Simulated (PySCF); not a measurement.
Positional isomers: cyclohexane boryl+vinyl. All species are isolated molecules in the gas phase. One relaxed conformer stands for each flexible species; it need not be the lowest. Strings in code marks are SMILES.

Quantity: electronic energy of isomers of C8H15B relative to `B[C@@H]1CCC[C@H](C=C)C1`, in kcal/mol.

A: `B[C@@H]1CCCC[C@@H]1C=C`
B: `B[C@H]1CC[C@@H](C=C)CC1`
C: `B[C@H]1CC[C@H](C=C)CC1`
D: `B[C@@H]1CCCC[C@H]1C=C`
E: `B[C@@H]1CCC[C@@H](C=C)C1`

Order them by electronic energy of isomers of C8H15B relative to `B[C@@H]1CCC[C@H](C=C)C1` (lowest first) at the level B3LYP/3-21G // PBE-D3(BJ)/def2-SVP (PySCF).

D (0.00 kcal/mol), A (0.69 kcal/mol), C (1.08 kcal/mol), E (1.93 kcal/mol), B (2.50 kcal/mol)
